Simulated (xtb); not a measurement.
Cl3Ti (SMILES [Cl][Ti+]([Cl])[Cl]), charge +1, singlet, from a rough starting geometry (GFN-xTB shapes and energies of metal compounds can be far from the true ones) (the multiplicity is a formal guess); GFN2-xTB in xtb.

Here is a job for xtb.
```
$ xtb mol.xyz --gfn 2 --chrg 1 --opt vtight --json

# file mol.xyz
4

Ti     0.18919211     0.60136940     0.39640161
Cl     1.72448438    -0.32375959    -0.39511704
Cl    -0.73148374    -1.01991484     1.37628717
Cl    -1.13996078     0.79064992    -1.25278233
```

What the program printed (banner, timings and long lists left out):

```
   ID    Z sym.   atoms
    1   22 Ti     1
    2   17 Cl     2-4

           -------------------------------------------------
          |                Calculation Setup                |
           -------------------------------------------------

           -------------------------------------------------
          |                 G F N 2 - x T B                 |
           -------------------------------------------------

          ...................................................
          :                      SETUP                      :
          :.................................................:
          :  # basis functions                  40          :
          :  # atomic orbitals                  36          :
          :  # shells                           12          :
          :  # electrons                        24          :
          :  max. iterations                   250          :
          :  Hamiltonian                  GFN2-xTB          :
          :  restarted?                      false          :
          :  GBSA solvation                  false          :
          :  PC potential                    false          :
          :  electronic temp.          300.0000000     K    :
          :  accuracy                    1.0000000          :
          :  -> integral cutoff          0.2500000E+02      :
          :  -> integral neglect         0.1000000E-07      :
          :  -> SCF convergence          0.1000000E-05 Eh   :
          :  -> wf. convergence          0.1000000E-03 e    :
          :  Broyden damping             0.4000000          :
          :  net charge                          1          :
          :  unpaired electrons                  0          :
          ...................................................

 iter      E             dE          RMSdq      gap      omega  full diag
   1    -14.8960213 -0.148960E+02  0.857E+00    1.52       0.0  T
   2    -14.9410937 -0.450724E-01  0.684E+00    3.08       1.0  T
   3    -14.9745766 -0.334829E-01  0.375E+00    2.25       1.0  T
   4    -14.9731800  0.139657E-02  0.142E+00    2.03       1.0  T
   5    -14.9753630 -0.218294E-02  0.535E-01    2.19       1.0  T
   6    -14.9754142 -0.512565E-04  0.206E-01    2.24       1.0  T
   7    -14.9754272 -0.129208E-04  0.127E-01    2.24       1.0  T
   8    -14.9753993  0.278747E-04  0.173E-01    2.21       1.0  T
   9    -14.9754461 -0.467869E-04  0.294E-02    2.23       1.7  T
  10    -14.9754470 -0.978613E-06  0.132E-02    2.24       3.8  T
  11    -14.9754471 -0.883878E-07  0.163E-02    2.24       3.1  T
  12    -14.9754474 -0.316778E-06  0.502E-03    2.23      10.0  T
  13    -14.9754475 -0.689910E-08  0.819E-04    2.23      61.1  T
  14    -14.9754475 -0.108412E-08  0.498E-04    2.23     100.4  T

   *** convergence criteria satisfied after 14 iterations ***

         :::::::::::::::::::::::::::::::::::::::::::::::::::::
         ::                     SUMMARY                     ::
         :::::::::::::::::::::::::::::::::::::::::::::::::::::
         :: total energy             -14.927045903594 Eh    ::
         :: gradient norm              0.094707381450 Eh/a0 ::
         :: HOMO-LUMO gap              2.234341855723 eV    ::
         ::.................................................::
         :: SCC energy               -14.975446855375 Eh    ::
         :: -> isotropic ES            0.134344934118 Eh    ::
         :: -> anisotropic ES         -0.004240295723 Eh    ::
         :: -> anisotropic XC         -0.008827196115 Eh    ::
         :: -> dispersion             -0.003919289997 Eh    ::
         :: repulsion energy           0.048400951781 Eh    ::
         :: add. restraining           0.000000000000 Eh    ::
         :: total charge               1.000000000000 e     ::
         :::::::::::::::::::::::::::::::::::::::::::::::::::::

      -----------------------------------------------------------
[...]
 * total energy  :   -14.9270459 Eh     change       -0.2739124E-09 Eh
 * total energy  :   -14.9360742 Eh     change       -0.9028319E-02 Eh
 * total energy  :   -14.9356233 Eh     change        0.4508768E-03 Eh
 * total energy  :   -14.9362546 Eh     change       -0.6312684E-03 Eh
 * total energy  :   -14.9362281 Eh     change        0.2654559E-04 Eh
 * total energy  :   -14.9362586 Eh     change       -0.3052359E-04 Eh
 * total energy  :   -14.9362568 Eh     change        0.1773724E-05 Eh
 * total energy  :   -14.9362588 Eh     change       -0.2028536E-05 Eh
 * total energy  :   -14.9362589 Eh     change       -0.3029596E-08 Eh
   *** GEOMETRY OPTIMIZATION CONVERGED AFTER 9 ITERATIONS ***
         :: total energy             -14.936258850362 Eh    ::
[...]
      -------------------------------------------------------------
         1        2.0000           -1.2889012             -35.0728
         2        2.0000           -1.2805524             -34.8456
         3        2.0000           -1.2805481             -34.8455
         4        2.0000           -0.7710318             -20.9808
         5        2.0000           -0.6709303             -18.2569
         6        2.0000           -0.6582546             -17.9120
         7        2.0000           -0.6582505             -17.9119
         8        2.0000           -0.6482189             -17.6389
         9        2.0000           -0.6482161             -17.6389
        10        2.0000           -0.6416867             -17.4612
        11        2.0000           -0.6416824             -17.4611
        12        2.0000           -0.6330889             -17.2272 (HOMO)
        13                         -0.5542925             -15.0831 (LUMO)
        14                         -0.5390861             -14.6693
        15                         -0.5390852             -14.6693
        16                         -0.5012830             -13.6406
        17                         -0.5012815             -13.6406
        18                         -0.3761173             -10.2347
        19                         -0.1897219              -5.1626
        20                         -0.1897205              -5.1626
        21                         -0.1894588              -5.1554
        22                         -0.1875368              -5.1031
        23                         -0.1874844              -5.1017
       ...                                ...                  ...
        36                          0.5048311              13.7372
      -------------------------------------------------------------
                  HL-Gap            0.0787964 Eh            2.1442 eV
             Fermi-level           -0.5936907 Eh          -16.1551 eV

     #   Z          covCN         q      C6AA      α(0)
     1  22 Ti       2.281     0.938   203.332    34.913
     2  17 Cl       0.772     0.021    98.419    15.176
     3  17 Cl       0.772     0.021    98.419    15.176
     4  17 Cl       0.772     0.021    98.419    15.176

 Mol. C6AA /au·bohr⁶  :       1880.833864
 Mol. C8AA /au·bohr⁸  :     116772.838920
 Mol. α(0) /au        :         80.439902

Wiberg/Mayer (AO) data.
largest (>0.10) Wiberg bond orders for each atom

 ---------------------------------------------------------------------------
     #   Z sym  total        # sym  WBO       # sym  WBO       # sym  WBO
 ---------------------------------------------------------------------------
     1  22 Ti   4.561 --     2 Cl   1.520     4 Cl   1.520     3 Cl   1.520
     2  17 Cl   1.707 --     1 Ti   1.520
     3  17 Cl   1.707 --     1 Ti   1.520
     4  17 Cl   1.707 --     1 Ti   1.520
 ---------------------------------------------------------------------------

Topologies differ in total number of bonds
Writing topology from bond orders to xtbtopo.mol

molecular dipole:
                 x           y           z       tot (Debye)
 q only:        0.223       1.071       0.730
   full:        0.327       1.604       1.071       4.972
molecular quadrupole (traceless):
                xx          xy          yy          xz          yz          zz
 q only:       -0.698       0.318       0.748       0.219       1.040      -0.051
  q+dip:       -1.520       0.684       1.675       0.460       2.242      -0.155
   full:       -1.903       0.851       2.121       0.567       2.793      -0.217

optimized geometry written to: xtbopt.xyz

           -------------------------------------------------
          | TOTAL ENERGY              -14.936258850362 Eh   |
          | GRADIENT NORM               0.000024250688 Eh/α |
          | HOMO-LUMO GAP               2.144159620755 eV   |
           -------------------------------------------------

normal termination of xtb
```
